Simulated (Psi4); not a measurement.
Input for Psi4: SAPT0/jun-cc-pV(D+d)Z on AlH5S (a complex), monomers drawn apart or pushed together.

```
memory 1800 MB

molecule dimer {
0 1
Al   -0.25202210   -0.12635167    0.49225603
H    -1.00168848   -1.49315276    0.80039847
H    -1.11700855    1.19676598    0.33867608
H     1.19678043   -0.18373076   -0.15599863
--
0 1
S     0.69874525    0.48180677    3.23133908
H     1.20457370   -0.72688344    3.53349532
H    -0.44820186    0.24598567    3.89239697
units angstrom
symmetry c1
no_reorient
no_com
}

set {
  basis jun-cc-pV(D+d)Z
  scf_type df
  freeze_core true
}

energy('sapt0')
```

Program output:

```
[...]
==> Input File <==

--------------------------------------------------------------------------
memory 1800 MB

molecule dimer {
0 1
Al   -0.25202210   -0.12635167    0.49225603
H    -1.00168848   -1.49315276    0.80039847
H    -1.11700855    1.19676598    0.33867608
H     1.19678043   -0.18373076   -0.15599863
--
0 1
S     0.69874525    0.48180677    3.23133908
H     1.20457370   -0.72688344    3.53349532
H    -0.44820186    0.24598567    3.89239697
units angstrom
symmetry c1
no_reorient
no_com
}

set {
  basis jun-cc-pV(D+d)Z
  scf_type df
  freeze_core true
}

energy('sapt0')
--------------------------------------------------------------------------


   => Loading Basis Set <=

    Name: JUN-CC-PV(D+D)Z
    Role: ORBITAL
    Keyword: BASIS
    atoms 1        entry AL         line   500 file jun-cc-pv_dpd_z.gbs
    atoms 2-4, 6-7 entry H          line    60 file jun-cc-pv_dpd_z.gbs
    atoms 5        entry S          line   698 file jun-cc-pv_dpd_z.gbs

   => Loading Basis Set <=

    Name: JUN-CC-PV(D+D)Z
    Role: ORBITAL
    Keyword: BASIS
    atoms 1        entry AL         line   500 file jun-cc-pv_dpd_z.gbs
    atoms 2-4, 6-7 entry H          line    60 file jun-cc-pv_dpd_z.gbs
    atoms 5        entry S          line   698 file jun-cc-pv_dpd_z.gbs


  //>>>>>>>>>>>>>>>>>>>>>>>>>>>>>>>>>>>//
  //              Dimer HF             //
  //<<<<<<<<<<<<<<<<<<<<<<<<<<<<<<<<<<<//

   => Libint2 <=

    Primary   basis highest AM E, G, H:  7, 6, 3
    Auxiliary basis highest AM E, G, H:  7, 7, 4
    Onebody   basis highest AM E, G, H:  -, -, -
    Solid Harmonics ordering:            Gaussian


   => Loading Basis Set <=

    Name: JUN-CC-PV(D+D)Z
    Role: ORBITAL
    Keyword: BASIS
    atoms 1        entry AL         line   500 file jun-cc-pv_dpd_z.gbs
    atoms 2-4, 6-7 entry H          line    60 file jun-cc-pv_dpd_z.gbs
    atoms 5        entry S          line   698 file jun-cc-pv_dpd_z.gbs


         ---------------------------------------------------------
                                   SCF
               by Justin Turney, Rob Parrish, Andy Simmonett
                          and Daniel G. A. Smith
                              RHF Reference
                        1 Threads,   1716 MiB Core
         ---------------------------------------------------------

  ==> Geometry <==

    Molecular point group: c1
    Full point group: C1

    Geometry (in Angstrom), charge = 0, multiplicity = 1:

       Center              X                  Y                   Z               Mass
    ------------   -----------------  -----------------  -----------------  -----------------
         AL          -0.252022100000    -0.126351670000     0.492256030000    26.981538530000
         H           -1.001688480000    -1.493152760000     0.800398470000     1.007825032230
         H           -1.117008550000     1.196765980000     0.338676080000     1.007825032230
         H            1.196780430000    -0.183730760000    -0.155998630000     1.007825032230
         S            0.698745250000     0.481806770000     3.231339080000    31.972071174400
         H            1.204573700000    -0.726883440000     3.533495320000     1.007825032230
         H           -0.448201860000     0.245985670000     3.892396970000     1.007825032230

  Running in c1 symmetry.

  Rotational constants: A =      1.09341  B =      0.04278  C =      0.04232 [cm^-1]
  Rotational constants: A =  32779.50437  B =   1282.56561  C =   1268.78614 [MHz]
  Nuclear repulsion =   75.656339911478781

  Charge       = 0
  Multiplicity = 1
  Electrons    = 34
  Nalpha       = 17
  Nbeta        = 17

  ==> Algorithm <==

  SCF Algorithm Type is DF.
  DIIS enabled.
  MOM disabled.
  Fractional occupation disabled.
  Guess Type is SAD.
  Energy threshold   = 1.00e-08
  Density threshold  = 1.00e-08
  Integral threshold = 1.00e-12

  ==> Primary Basis <==

  Basis Set: JUN-CC-PV(D+D)Z
    Blend: JUN-CC-PV(D+D)Z
    Number of shells: 37
    Number of basis functions: 79
    Number of Cartesian functions: 83
    Spherical Harmonics?: true
    Max angular momentum: 2

   => Loading Basis Set <=

    Name: (JUN-CC-PV(D+D)Z AUX)
    Role: JKFIT
    Keyword: DF_BASIS_SCF
    atoms 1        entry AL         line   426 file jun-cc-pvdz-jkfit.gbs
    atoms 2-4, 6-7 entry H          line    70 file jun-cc-pvdz-jkfit.gbs
    atoms 5        entry S          line   666 file jun-cc-pvdz-jkfit.gbs

  ==> Integral Setup <==

  DFHelper Memory: AOs need 0.019 GiB; user supplied 1.257 GiB.
  SCF_SUBTYPE=INCORE selected. In-core MEM_DF algorithm will be used.
  Using in-core AOs.

  ==> MemDFJK: Density-Fitted J/K Matrices <==

    J tasked:                   Yes
    K tasked:                   Yes
    wK tasked:                   No
    OpenMP threads:               1
    Algorithm:                 Core
    Schwarz Cutoff:           1E-12
    Mask sparsity (%):       0.0000
    Fitting Condition:        1E-10

   => Auxiliary Basis Set <=

  Basis Set: (JUN-CC-PV(D
[...]
 5.163425
      76A     10.939869    77A     11.148458    78A     11.149378
      79A     88.284937

    Final Occupation by Irrep:
              A
    DOCC [     9 ]
    NA   [     9 ]
    NB   [     9 ]

  @DF-RHF Final Energy:  -398.70146047181441

   => Energetics <=

    Nuclear Repulsion Energy =             12.8645420800478743
    One-Electron Energy =                -576.4198010902316582
    Two-Electron Energy =                 164.8537985383694320
    Total Energy =                       -398.7014604718143573

Computation Completed


Properties will be evaluated at   0.000000,   0.000000,   0.000000 [a0]

Properties computed using the SCF density matrix


 Multipole Moments:

 ------------------------------------------------------------------------------------
     Multipole            Electronic (a.u.)      Nuclear  (a.u.)        Total (a.u.)
 ------------------------------------------------------------------------------------

 L = 1.  Multiply by 2.5417464519 to convert [e a0] to [Debye]
 Dipole X            :        -22.7355157           22.5563301           -0.1791856
 Dipole Y            :        -14.0531157           13.6589604           -0.3941553
 Dipole Z            :       -111.4912274          111.7344367            0.2432093
 Magnitude           :                                                    0.4966051

 ------------------------------------------------------------------------------------

  Constructing Basis Sets for SAPT...

   => Loading Basis Set <=

    Name: (JUN-CC-PV(D+D)Z AUX)
    Role: RIFIT
    Keyword: DF_BASIS_SAPT
    atoms 1        entry AL         line   320 file jun-cc-pvdz-ri.gbs
    atoms 2-4, 6-7 entry H          line    30 file jun-cc-pvdz-ri.gbs
    atoms 5        entry S          line   488 file jun-cc-pvdz-ri.gbs

   => Loading Basis Set <=

    Name: (JUN-CC-PV(D+D)Z AUX)
    Role: JKFIT
    Keyword: DF_BASIS_ELST
    atoms 1        entry AL         line   426 file jun-cc-pvdz-jkfit.gbs
    atoms 2-4, 6-7 entry H          line    70 file jun-cc-pvdz-jkfit.gbs
    atoms 5        entry S          line   666 file jun-cc-pvdz-jkfit.gbs


  //>>>>>>>>>>>>>>>>>>>>>>>>>>>>>>>>>>>//
  //               SAPT0               //
  //<<<<<<<<<<<<<<<<<<<<<<<<<<<<<<<<<<<//



        SAPT0
    Ed Hohenstein
     6 June 2009

      Orbital Information
  --------------------------
    NSO        =        79
    NMO        =        79
    NRI        =       240
    NRI (Elst) =       357
    NOCC A     =         8
    NOCC B     =         9
    FOCC A     =         5
    FOCC B     =         5
    NVIR A     =        71
    NVIR B     =        70

    Elst10,r            =    -0.019863517830 [Eh]
    Exch10              =     0.017932086994 [Eh]
    Exch10 (S^2)        =     0.017656753515 [Eh]

    Maxiter = 50
    CPHF R converge = 1.000000E-08

    Iter     Energy [mEh]          dE [mEh]         Residual      Time [s]
       1      -2.19807685       2.198076850     5.294676e-03             0
       2      -2.58210959       0.384032739     5.098616e-04             0
       3      -2.57268248      -0.009427107     6.197574e-05             0
       4      -2.57317659       0.000494111     1.201376e-05             0
       5      -2.57317741       0.000000817     3.071645e-06             0
       6      -2.57316243      -0.000014977     5.098179e-07             0
       7      -2.57316728       0.000004844     9.508289e-08             0
       8      -2.57316645      -0.000000825     1.229793e-08             0
       9      -2.57316652       0.000000070     1.130030e-09             0

    CHF Iterations converged

    Maxiter = 50
    CPHF R converge = 1.000000E-08

    Iter     Energy [mEh]          dE [mEh]         Residual      Time [s]
       1     -18.46556718      18.465567177     2.428516e-02             0
       2     -23.61597859       5.150411412     9.276364e-03             0
       3     -23.99754278       0.381564194     1.459183e-03             0
       4     -23.88487241      -0.112670376     2.073442e-04             0
       5     -23.89417512       0.009302715     3.604378e-05             0
       6     -23.89404630      -0.000128818     9.455894e-06             0
       7     -23.89373026      -0.000316040     2.570920e-06             0
       8     -23.89379603       0.000065763     4.359684e-07             0
       9     -23.89379372      -0.000002304     1.541698e-07             0
      10     -23.89379264      -0.000001088     2.546531e-08             0
      11     -23.89379292       0.000000286     3.187728e-09             0

    CHF Iterations converged

    Ind20,r (A<-B)      =    -0.002573166522 [Eh]
    Ind20,r (B<-A)      =    -0.023893792921 [Eh]
    Ind20,r             =    -0.026466959443 [Eh]
    Exch-Ind20,r (A<-B) =     0.002173672200 [Eh]
    Exch-Ind20,r (B<-A) =     0.015261110339 [Eh]
    Exch-Ind20,r        =     0.017434782539 [Eh]
    Disp20              =    -0.005258733238 [Eh]
    Disp20 (SS)         =    -0.002629366619 [Eh]
    Disp20 (OS)         =    -0.002629366619 [Eh]
    Exch-Disp20         =     0.000866583623 [Eh]
    Exch-Disp20 (SS)    =     0.000557576335 [Eh]
    Exch-Disp20 (OS)    =     0.000309007288 [Eh]

    SAPT Results
  --------------------------------------------------------------------------------------------------------
    Electrostatics                -19.86351783 [mEh]     -12.46454562 [kcal/mol]     -52.15165888 [kJ/mol]
      Elst10,r                    -19.86351783 [mEh]     -12.46454562 [kcal/mol]     -52.15165888 [kJ/mol]

    Exchange                       17.93208699 [mEh]      11.25255447 [kcal/mol]      47.08068792 [kJ/mol]
      Exch10                       17.93208699 [mEh]      11.25255447 [kcal/mol]      47.08068792 [kJ/mol]
      Exch10(S^2)                  17.65675352 [mEh]      11.07978011 [kcal/mol]      46.35779997 [kJ/mol]

    Induction                     -11.57067776 [mEh]      -7.26070992 [kcal/mol]     -30.37881029 [kJ/mol]
      Ind20,r                     -26.46695944 [mEh]     -16.60826779 [kcal/mol]     -69.48899244 [kJ/mol]
      Exch-Ind20,r                 17.43478254 [mEh]      10.94049122 [kcal/mol]      45.77501525 [kJ/mol]
      delta HF,r (2)               -2.53850086 [mEh]      -1.59293334 [kcal/mol]      -6.66483309 [kJ/mol]

    Dispersion                     -4.39214962 [mEh]      -2.75611549 [kcal/mol]     -11.53158723 [kJ/mol]
      Disp20                       -5.25873324 [mEh]      -3.29990493 [kcal/mol]     -13.80680222 [kJ/mol]
      Exch-Disp20                   0.86658362 [mEh]       0.54378943 [kcal/mol]       2.27521499 [kJ/mol]
      Disp20 (SS)                  -2.62936662 [mEh]      -1.64995246 [kcal/mol]      -6.90340111 [kJ/mol]
      Disp20 (OS)                  -2.62936662 [mEh]      -1.64995246 [kcal/mol]      -6.90340111 [kJ/mol]
      Exch-Disp20 (SS)              0.55757634 [mEh]       0.34988443 [kcal/mol]       1.46391647 [kJ/mol]
      Exch-Disp20 (OS)              0.30900729 [mEh]       0.19390500 [kcal/mol]       0.81129852 [kJ/mol]

  Total HF                        -13.50210860 [mEh]      -8.47270106 [kcal/mol]     -35.44978125 [kJ/mol]
  Total SAPT0                     -17.89425822 [mEh]     -11.22881656 [kcal/mol]     -46.98136847 [kJ/mol]

  Special recipe for scaled SAPT0 (see Manual):
    Electrostatics sSAPT0         -19.86351783 [mEh]     -12.46454562 [kcal/mol]     -52.15165888 [kJ/mol]
    Exchange sSAPT0                17.93208699 [mEh]      11.25255447 [kcal/mol]      47.08068792 [kJ/mol]
    Induction sSAPT0              -10.74227679 [mEh]      -6.74088046 [kcal/mol]     -28.20384384 [kJ/mol]
    Dispersion sSAPT0              -4.35097453 [mEh]      -2.73027774 [kcal/mol]     -11.42348205 [kJ/mol]
  Total sSAPT0                    -17.02468216 [mEh]     -10.68314934 [kcal/mol]     -44.69829684 [kJ/mol]
  --------------------------------------------------------------------------------------------------------



*** Psi4 exiting successfully. Buy a developer a beer!
```

The run finished.

Cost: very roughly 5 core-seconds.
